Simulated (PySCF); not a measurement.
CH3ClF2OSi, SMILES OC[Si](F)(F)Cl.

Geometry optimised at B3LYP-D3(BJ)/def2-SVP. The structure was generated by enumeration, and PubChem lists no compound with its InChIKey, so it may never have been made. The values are those of a single conformer.

All values below come from TDA-ωB97X/def2-SVPD (PySCF).

Vertical excitations. Isolated molecule, no solvent.

Computed excitation energies, oscillator strengths and character:
```csv
state,energy (eV),λ (nm),f,main pairs
S1,7.32,169,0.010,"HOMO→LUMO 47 %, HOMO→LUMO+1 41 %"
S2,8.40,148,0.035,"HOMO→LUMO+1 41 %, HOMO→LUMO 33 %, HOMO→LUMO+3 9 %"
S3,8.74,142,0.031,HOMO→LUMO+3 67 %
S4,8.98,138,0.088,"HOMO→LUMO+4 36 %, HOMO−1→LUMO 27 %, HOMO→LUMO+2 11 %"
S5,9.14,136,0.002,"HOMO−2→LUMO 23 %, HOMO−1→LUMO+1 17 %, HOMO−1→LUMO 10 %, HOMO→LUMO+4 8 %"
S6,9.17,135,0.058,"HOMO−2→LUMO 36 %, HOMO→LUMO+4 20 %, HOMO−1→LUMO 15 %, HOMO−2→LUMO+2 8 %"
S7,9.23,134,0.070,"HOMO−3→LUMO 37 %, HOMO→LUMO+4 11 %, HOMO−2→LUMO 9 %, HOMO−1→LUMO 8 %"
S8,9.44,131,0.041,"HOMO→LUMO+2 51 %, HOMO→LUMO+4 9 %, HOMO→LUMO+7 9 %, HOMO−3→LUMO 9 %"
S9,9.86,126,0.003,"HOMO−1→LUMO+1 30 %, HOMO−1→LUMO+3 20 %, HOMO−3→LUMO+1 9 %, HOMO−3→LUMO 7 %"
S10,9.90,125,0.040,"HOMO→LUMO+5 49 %, HOMO→LUMO+8 19 %, HOMO→LUMO+9 9 %"
T1,6.86,181,0,"HOMO→LUMO+1 52 %, HOMO→LUMO 35 %"
T2,8.02,155,0,"HOMO→LUMO 43 %, HOMO→LUMO+1 25 %, HOMO→LUMO+3 9 %"
T3,8.25,150,0,"HOMO→LUMO+3 60 %, HOMO→LUMO+5 12 %"
T4,8.38,148,0,"HOMO→LUMO+4 28 %, HOMO−1→LUMO 23 %, HOMO→LUMO+2 16 %, HOMO−1→LUMO+1 6 %"
```
Triplets are in the Tamm–Dancoff approximation.
